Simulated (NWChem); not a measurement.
C$_{2}$H$_{8}$Si$_{2}$; SMILES C=C([SiH3])[SiH3]

```xyz
12

C      0.0000     0.0000     1.7887
C      0.0000     0.0000     0.4434
Si    -1.6320     0.0000    -0.4876
Si     1.6320     0.0000    -0.4876
H      0.9278     0.0000     2.3764
H     -0.9278     0.0000     2.3764
H     -1.7358     1.2057    -1.3671
H     -2.7648     0.0000     0.4882
H     -1.7358    -1.2057    -1.3671
H      2.7648     0.0000     0.4882
H      1.7358    -1.2057    -1.3671
H      1.7358     1.2057    -1.3671
```
Atoms are numbered in this order, from 1.

All runs: NWChem. Medium grid unless said otherwise, to which SCAN and Minnesota functionals are sensitive. The geometry was optimised at PBE0/def2-SVP. Total energies of different functionals are on different scales.

```
level               energy (Ha)  highest occupied level (eV)  orbital gap (eV)  dipole (D)
------------------  -----------  ---------------------------  ----------------  ----------
B3LYP/def2-SVP        -659.7775                        -7.79              6.86        0.83
PBE/def2-SVP          -659.3025                        -6.93              5.15        0.79
MN15-L/def2-SVP       -659.4832                        -7.35              5.86        1.02
TPSS/def2-SVP         -659.8091                        -7.00              5.39        0.86
PW6B95/def2-SVP       -660.3524                   (withheld)        (withheld)        0.84
CAM-B3LYP/def2-SVP    -659.6849                        -9.32              9.81        0.84
N12/def2-SVP          -659.6489                        -6.68              5.17        0.76
SCAN/def2-SVP         -659.7161                        -7.17              5.57        0.88
LRC-wPBEh/def2-SVP    -659.4109                        -9.92             10.85        0.88
M06-L/def2-SVP        -659.7224                        -7.15              5.56        0.81
```

Task: What belongs in the gaps?

Result: 
- PW6B95/def2-SVP, highest occupied level (eV): -8.13
- PW6B95/def2-SVP, orbital gap (eV): 7.45
